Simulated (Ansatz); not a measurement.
## Isomers

Structures of CH$_{2}$BI, singlet, relaxed at PBE0-D4/def2-TZVP (vibrations not checked; lower isomers may exist, and structures with a doubtful reference or unclear bonds are left out). Computed with Ansatz 0.2.0 (basis: def2-TZVPP); correlated methods freeze the cores. Filled d shells of the heavier atoms are correlated. Core potentials replace the inner electrons of the atoms past krypton. The def2 sets are not built for correlating such inner shells, so the correlated values are less sure here. B3LYP uses VWN-RPA correlation.

Question: Rank them by CCSD(T) energy, lowest first, and give each one's height above the lowest. Links in brackets join atoms within 1.22 times the sum of their covalent radii (1.1 for two metals). (An estimate is asked for; the value comes from the calculation.)
A.
CH₂BI ([BH]1[CH][I]1)
```
5
angstrom
B -0.6807 0.1603 -0.4425
C 0.3740 0.4482 0.3731
I 0.8971 -1.6487 0.2343
H -1.6070 -0.0185 -1.1407
H 1.0166 1.0588 0.9757
```
B.
CH₂BI ([CH2][B][I])
```
5
angstrom
C -0.3478 0.5617 -0.3052
B 0.3114 -0.5027 0.2729
I 1.2852 -2.0755 1.1273
H -1.2259 0.4286 -0.9288
H -0.0230 1.5879 -0.1662
```
C.
CH₂BI ([BH][C][IH])
```
5
angstrom
B -0.8313 0.1205 -0.6490
C 0.1845 -0.7199 -0.4193
I 0.7552 -1.9737 0.9527
H -1.6531 0.8924 -0.9812
H 2.1756 -2.5519 0.3245
```

Answer: Computed: B (0.00 kcal/mol), A (24.43 kcal/mol), C (96.46 kcal/mol). Heights count from the lowest.

Question: Do PBE-D4, r2SCAN-D4, PBE0-D4, B3LYP-D4, wB97M-V, HF, MP2 give the same order? (Judge from chemistry; the calculation decides.)

Answer: Computed: All do.

The T1 diagnostic stays at or below 0.015.

For scale, one of the runs: CCSD(T)/def2-TZVPP, 140 basis functions, launched by `ansatz run in.yaml --threads 2 --pin off --events-out ev --progress --plain --max-ram 4352MiB`. The run took 28 s on 2 CPU threads of an Arm Neoverse V1 (shared host), with 0.93 GiB of host memory at its peak.
